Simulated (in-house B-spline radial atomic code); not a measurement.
RPA and G0W0 for Ti4+, [Ne] 3s2 3p6, as one setting changes: the highest l of the empty states. Start: PBE0. A dash marks a level of low quasi-particle weight. Computed with a B-spline radial code for spherical atoms: all electrons, scalar-relativistic (spin-free one-electron X2C), finite nucleus, each spin shell either full or empty, empty states to the listed l with an (l + 1/2)⁻⁴ tail; G0W0 by contour deformation at full frequency.

```
highest l of the empty states  RPA summed (Eh)  RPA extrapolated (Eh)  G0W0 level (eV)
                            3          -1.0196                  -1.16        3p -99.27
                            4          -1.1008                -1.1878        3p -99.60
                            5                ?                      ?                ?
                            6          -1.1478                -1.1737        3p -99.56
                            7          -1.1558                -1.1722        3p -99.55
                            8                ?                      ?                ?
                            9          -1.1633                -1.1709        3p -99.55
                           10          -1.1651                -1.1706        3p -99.55
                           11          -1.1663                -1.1704        3p -99.55
```

Q: What belongs in the row for 8?

A: RPA summed (Eh): -1.1604; RPA extrapolated (Eh): -1.1714; G0W0 level (eV): 3p -99.55.

Q: What belongs in the row for 5?

A: RPA summed (Eh): -1.1328; RPA extrapolated (Eh): -1.1774; G0W0 level (eV): 3p -99.57.
